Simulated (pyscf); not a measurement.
## H₂C=CH–GaH–F (SMILES C=[CH][GaH][F]), singlet

Gas-phase minimum from PySCF at ωB97X-D3(BJ)/def2-SVP, one conformer. 

```xyz
8

C     -1.1836     0.7781     0.0551
C     -0.0345     0.0891     0.1223
Ga     0.9917    -0.1458    -1.5022
F      0.1910     0.6339    -2.8707
H     -1.8167     0.9511     0.9354
H     -1.5396     1.2002    -0.8925
H      0.2820    -0.3149     1.0920
H      2.3322    -0.8528    -1.8516
```

Bond lengths (Å): C1–C2 1.341, C1–H5 1.098, C1–H6 1.097, C2–Ga3 1.936, C2–H7 1.097, Ga3–F4 1.767, Ga3–H8 1.555. Angles (°): C2–C1–H5 122.3, C2–C1–H6 121.3, H5–C1–H6 116.4, C1–C2–Ga3 118.3, C1–C2–H7 118.7, Ga3–C2–H7 123.0, C2–Ga3–F4 110.9, C2–Ga3–H8 134.5, F4–Ga3–H8 114.7.

Properties at ωB97X-D3(BJ)/def2-SVP:

* **Harmonic wavenumbers, unscaled**: 121, 126, 318, 398, 553, 600, 644, 694, 1005, 1041, 1060, 1277, 1423, 1684, 2052, 3141, 3184, 3240 cm⁻¹
* **Zero-point energy**: 32.3 kcal/mol
* **Rotational symmetry number**: 1
* **Entropy of this conformer at 298 K and 1 atm, rigid rotor and harmonic oscillator, modes under 100 cm⁻¹ raised to 100**: 319.2 J/(mol K)
* **Dipole moment**: 2.32 D

Single-point totals, which compare only within one level (frozen core for MP2 and CC):

```tsv
level	total energy (hartree)
ωB97X-D3(BJ)/def2-TZVP	-2103.40978
PBE/def2-TZVP	-2102.90282
r²SCAN/def2-TZVP	-2103.29893
B3LYP-D3(BJ)/def2-TZVP	-2103.46612
PBE0-D3(BJ)/def2-TZVP	-2102.95489
M06-2X/def2-TZVP	-2103.32397
ωB97M-D3(BJ)/def2-TZVP	-2103.46697
HF/def2-TZVPP	-2100.84269
MP2/def2-TZVPP	-2101.64383
CCSD/def2-TZVPP	-2101.66041
CCSD(T)/def2-TZVPP	-2101.69290
```

Soft torsions are taken as harmonic, which can shift the entropy by several J/(mol K). The CCSD(T) − MP2 part came from Ansatz, without density fitting, on the same reference. The frozen core leaves the outer d or s,p core shells of the metals and heavy elements correlated in the MP2 and CC values, and def2-TZVPP describes them poorly, so these totals are far from the basis limit. Elements up to Kr have no core potential and no relativistic terms here.
